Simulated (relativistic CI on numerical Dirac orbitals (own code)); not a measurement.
# Hyperfine structure of Si¹⁰⁺, mass number 29

Calculated at this level of theory: Dirac-Coulomb-Breit CI, KLI orbitals optimised for each configuration, model QED, unscaled Slater integrals (own radial code, finite nucleus).

CI space (outside the closed core 1s2): 2s2, 2s 2p, 2p2, 2p 3s, 2p 3p, 2s 3s, 2s 3p, 2s 3d, 2s 4s, 2s 4p, 2s 4d, 2s 4f, 3s2, 3s 3p, 3p2. Levels of other configurations are missing.

Nuclear spin I = 1/2, μ = -0.55505 μN (tables of Stone and Pyykkö). The electronic factors are computed for point nuclear moments, without core polarisation or the Bohr-Weisskopf and QED corrections.

| Level | E (eV) | A (MHz) |
| --- | --- | --- |
| 2s 2p 3P°_1 | 21.484 | -28310 |
| 2s 2p 3P°_2 | 22.120 | -22060 |
| 2s 2p 1P°_1 | 42.513 | -6924 |
| 2p2 3P_1 | 55.707 | 89.78 |
| 2p2 3P_2 | 56.260 | -5115 |
| 2p2 1D_2 | 62.302 | -7752 |
| 2s 3s 3S_1 | 273.805 | -47870 |
| 2s 3p 1P°_1 | 283.724 | -19120 |

Levels with J = 0, under 50 % of one LS term, or S terms without an open s electron are left out. Small factors come from cancelling terms and can be off by tens of per cent or more.

At this charge energies of transitions that change n are usually good to better than 1 %, and those within a shell (Δn = 0) to a few per cent.

Question: Give the hyperfine levels of 2s 2p 3P°_1 relative to its centre of gravity.

Answer: With K = F(F + 1) − I(I + 1) − J(J + 1), E = AK/2: F = 1/2: 28310, F = 3/2: -14160 MHz.
